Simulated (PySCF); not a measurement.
Species: C₈H₁₀FP.
InChI=1S/C8H10FP/c1-6(2)7-4-3-5-8(9)10-7/h3-6H,1-2H3

Torsions of this conformer, `[CH3:1][CH:2]([CH3:3])[c:4]1[cH:5][cH:6][cH:7][c:8]([F:9])[p:10]1`: C1–C2–C4–C5 -114°.

The closed-shell ground state was solved at several levels (PySCF, density fitting, gas phase, non-relativistic). The structure is a single PBE0-D3(BJ)/def2-SVP conformer in the gas phase; no vibrational or solvent corrections.

| level | basis functions | total energy (Eh) | HOMO (eV) | LUMO (eV) | gap (eV) | dipole (D) |
| --- | --- | --- | --- | --- | --- | --- |
| CAM-B3LYP/def2-SVPD | 287 | -751.4670 | -8.17 | -0.61 | 7.56 | 2.74 |
| HF/pcSseg-1 | 227 | -748.8278 | -8.81 | 1.60 | 10.41 | 3.17 |

Problem. Estimate the row for PBE0/pcSseg-1, a basis of 227 functions; the other rows only guide the guess.

Solution. Total energy -751.3944 Eh, HOMO -7.06 eV, LUMO -1.64 eV, gap 5.42 eV, dipole 2.70 D.

Problem. Over all these levels, which gives the widest orbital gap and which the narrowest?

Solution. HF/pcSseg-1 (Hartree–Fock, all exact exchange) has the widest, 10.41 eV, and PBE0/pcSseg-1 (global hybrid, 25 % exact exchange) the narrowest, 5.42 eV. The two share the basis. From the narrowest to the widest the HOMO moves by -1.75 eV and the LUMO by +3.24 eV. The HOMO need not be the same orbital at Hartree–Fock and at DFT levels.

Problem. How far do the dipole and the HOMO energy spread over the levels?

Solution. The dipole runs from 2.70 to 3.17 D (mean 2.87 D) and the HOMO from -8.81 to -7.06 eV.
